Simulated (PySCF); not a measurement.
A calculation to check before its numbers are used.

A geometry optimisation on Al3H3Te3. Level of theory: PBE0-D3(BJ)/def2-SVP geometry optimisation, gas phase, def2 core potentials past Kr in PySCF.

Driver input (Å, GFN2-xTB start):

```
{"job": {"xc": "PBE0", "basis": "def2-SVP", "d3": "d3bj", "grid": 1, "maxiter": 40, "shake": 0.03, "kind": "geom"}, "charge": 0, "multiplicity": 1}
Al     1.0996     1.7575     0.2309
H      1.0429     3.1544     1.0096
Te     0.7582    -0.1419     1.8285
Al    -1.1963    -1.2748     0.9289
H     -1.7694    -2.3222     1.9825
Te    -2.4043    -0.6266    -1.2502
Al     0.2083    -0.4283    -1.2599
H      0.9804    -1.7898    -1.2863
Te     1.4132     1.6021    -2.2096
```

Output:

```
step   0  E = -1532.83276440  max force = 0.040908
step   1  E = -1532.84561367  max force = 0.012779
step   2  E = -1532.85138094  max force = 0.012225
step   3  E = -1532.85689507  max force = 0.008308
step   4  E = -1532.85917358  max force = 0.006264
step   5  E = -1532.86094370  max force = 0.006170
step   6  E = -1532.86216959  max force = 0.005054
step   7  E = -1532.86302124  max force = 0.004857
step   8  E = -1532.86338780  max force = 0.004527
step   9  E = -1532.86372831  max force = 0.003780
step  10  E = -1532.86401583  max force = 0.003946
step  11  E = -1532.86413416  max force = 0.003589
step  12  E = -1532.86421302  max force = 0.003308
step  13  E = -1532.86425031  max force = 0.003151
step  14  E = -1532.86428145  max force = 0.003125
step  15  E = -1532.86431422  max force = 0.003004
step  16  E = -1532.86435179  max force = 0.002860
step  17  E = -1532.86441389  max force = 0.002716
step  18  E = -1532.86450409  max force = 0.002604
step  19  E = -1532.86462187  max force = 0.002162
step  20  E = -1532.86471477  max force = 0.001583
step  21  E = -1532.86478284  max force = 0.002014
step  22  E = -1532.86483178  max force = 0.001409
step  23  E = -1532.86486819  max force = 0.001250
step  24  E = -1532.86488445  max force = 0.000877
step  25  E = -1532.86488973  max force = 0.000731
step  26  E = -1532.86489349  max force = 0.000643
step  27  E = -1532.86490072  max force = 0.000590
step  28  E = -1532.86491444  max force = 0.000967
step  29  E = -1532.86493780  max force = 0.001089
step  30  E = -1532.86491852  max force = 0.000644
step  31  E = -1532.86495439  max force = 0.000595
step  32  E = -1532.86490296  max force = 0.000837
step  33  E = -1532.86494648  max force = 0.000465
step  34  E = -1532.86495542  max force = 0.000531
step  35  E = -1532.86496057  max force = 0.000472
step  36  E = -1532.86496160  max force = 0.000483
step  37  E = -1532.86496237  max force = 0.000455
step  38  E = -1532.86495836  max force = 0.000544
step  39  E = -1532.86495895  max force = 0.000542
step  40  E = -1532.86496031  max force = 0.000525
optimisation not converged
```

Energies are in Eh and forces in Eh/bohr.

Task: Which diagnosis fits best?
A. step limit reached with the energy going up and down
B. step limit reached with the energy nearly constant
C. step limit reached while the energy was still falling

Result: B. After 41 gradient evaluations the largest force component was 0.00052 Eh/bohr against a threshold of 0.00045, and over the last 5 steps the energy changed by 0.000 kcal/mol in all, within a range of 0.003 kcal/mol, the last step by -0.001 kcal/mol. The energy rose in 3 of the 40 steps.

Task: What would you do next?

Result: Restart from the last geometry, if need be with a computed Hessian or a finer grid, and confirm the end point by frequencies.
